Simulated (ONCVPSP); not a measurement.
## What one change does to a pseudopotential (H (Z = 1), ONCV)

H (Z = 1), optimised norm-conserving Vanderbilt (ONCV), made with ONCVPSP 4.0.1 (PBE, scalar-relativistic). Core none, reference 1s0.5 (charge +0.5). Waves: 1s: rc 1.25 bohr, ncon 4, nbas 8, qcut 6.3 1/bohr, 3 projectors, debl 0.5 Ha; p scattering state at 0.22 Ha: rc 1.00 bohr, ncon 4, nbas 8, qcut 7.3 1/bohr, local. Local part: the p channel. Core correction: none.

All-electron outer shells of the reference configuration (PBE, scalar-relativistic, ld1.x):

```tsv
shell	level (eV)	outermost node (bohr)	outermost maximum (bohr)
1s	-12.68	–	0.94
```

Change: s: debl 1.25.

Cutoffs: the cutoffs (Ha) at which the residual kinetic energy of the hardest occupied pseudo-wave falls to 1 and 0.1 mHa per electron; they do not see the model core or the augmentation charge, which bear on the density cutoff. Errors are all-electron minus pseudo energies relative to the spin-unpolarised reference configuration.

What does the change do?

The potential gets neither clearly harder nor softer (14 Ha and 20 Ha → 14 Ha and 20 Ha); the bound ghost in s disappears; the lowest positive-energy flag moves from none to s at 50.6 eV.

```csv
quantity,base,changed
"cutoff, loose",14 Ha,14 Ha
"cutoff, tight",20 Ha,20 Ha
bound ghosts,s,none
GHOST(+) flags under 300 eV,none,s at 50.6 eV
"error for 1s1, meV [ΔE -4.76 eV]",+2.5,+2.6
s: phases at 1.27 bohr within 0.05 rad from the reference energy up to (Ha; the scan ends near 5),to the end of the scan,to the end of the scan
p: phases at 1.01 bohr within 0.05 rad from the reference energy up to (Ha; the scan ends near 5),to the end of the scan,to the end of the scan
```

 A true bound ghost makes a file unfit for plane-wave use even where its test errors are small: the radial tests pick states by their node count and pass the ghost by.
